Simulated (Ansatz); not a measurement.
A structure relaxed at PBE-D4/def2-SVP in Ansatz, charge 0, singlet:

```xyz
22

Cd    0.762    2.900   -0.523
S     0.226    0.409    2.584
Cd   -0.289    0.275   -1.927
S     1.976    0.084   -0.321
S    -2.200   -0.870   -0.570
Cd   -1.481   -1.572    1.763
Cd    1.906   -1.828   -2.298
S     0.760   -2.960    0.387
H    -0.363    2.433    0.740
H     1.942    3.764   -1.370
H    -0.062    1.456    1.621
H    -0.664    0.890    3.500
H    -2.799    2.656    0.277
H    -0.426    1.982   -2.266
H     2.913    0.762   -1.042
H    -3.556    2.656    0.131
H    -2.787    0.304   -0.200
H    -1.996   -2.531    3.069
H     3.233   -2.824   -2.614
H     0.273   -1.232   -2.947
H     1.831   -2.528    1.109
H     0.803   -4.225    0.898
```

Question: Give its formula.

Answer: Cd₄H₁₄S₄.

Question: Summarise the bond lengths by kind (pairs closer than 1.2 times the sum of covalent radii, bridged metal pairs left out).

Answer: 6 × Cd–S 2.54 to 2.97 Å; 1 × Cd–Cd 3.16 Å; 7 × Cd–H 1.69 to 1.90 Å; 6 × H–S 1.36 to 1.45 Å.

In the def2 sets Cd takes a core potential; there is no spin–orbit coupling. In the singlet geometry the species has come apart into loosely held pieces. In the singlet, H13 and H16 lie 0.77 Å apart (atoms count from 1), so H2 has formed as a molecule.
